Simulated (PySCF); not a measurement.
Geometry (Å), atoms numbered from 1 in this order:
```xyz
17

C     2.7804    0.0287    0.1176
C     1.3864    0.0560    0.6916
O     1.1194   -0.0324    1.8612
O     0.4807    0.1987   -0.2773
C    -0.9051    0.2307    0.1065
C    -1.6532    0.9910   -0.9788
C    -1.4232   -1.1940    0.2748
H     2.8675   -0.8029   -0.5773
H     3.5029   -0.0791    0.9207
H     2.9644    0.9491   -0.4310
H    -0.9738    0.7600    1.0660
H    -2.7059    1.0600   -0.7204
H    -1.5525    0.4729   -1.9289
H    -1.2474    1.9935   -1.0853
H    -2.4760   -1.1744    0.5413
H    -0.8718   -1.6997    1.0639
H    -1.2998   -1.7460   -0.6545
```

Calculated, not measured (PySCF 2.14): GFN2-xTB structure, GIAO PBE0/pcSseg-1 shieldings. Rapidly exchanging positions averaged, gas phase, a single conformation, non-relativistic.

Referencing at the same level of theory: TMS for $^{13}$C (186.93 ppm), $^{1}$H (31.72 ppm); $^{17}$O (336.08 ppm) against H2O.

| atoms | nucleus | count | δ (ppm) |
| --- | --- | --- | --- |
| C5 | $^{13}$C | 1 | ? |
| O4 | $^{17}$O | 1 | 238.4 |
| H11 | $^{1}$H | 1 | 5.05 |
| O3 | $^{17}$O | 1 | 448.2 |
| C2 | $^{13}$C | 1 | 175.8 |
| C6/C7 | $^{13}$C | 2 | 23.5 |
| H8/H9/H10 | $^{1}$H | 3 | 2.07 |
| C1 | $^{13}$C | 1 | ? |
| H12/H13/H14/H15/H16/H17 | $^{1}$H | 6 | ? |

Problem. Estimate the values marked ?.

Solution. 
- C5: 69.8 ppm, sp3 CH bonded to O; deshielded by the electronegative neighbour
- C1: 24.0 ppm, methyl carbon α to a carbonyl; α to the electron-withdrawing carbonyl group
- H12/H13/H14/H15/H16/H17: 1.26 ppm, hydrogen on a methyl carbon

Shifts are as computed. Against solution values, carbons near 30 ppm lie about +3 ppm off and those near 130 ppm about +5 ppm. Of 1211 compounds with measured shifts, 218 miss one by over three times the rms of a fit or turn the order of signals round; such compounds aren't used in these exercises. Unscaled 17O shifts of doubly bonded oxygen tend to come out too high, by tens of ppm or more. Experimental scales use liquid or dissolved standards, which lie at an offset from isolated H2O (liquid H2O: subtract about 36 ppm).
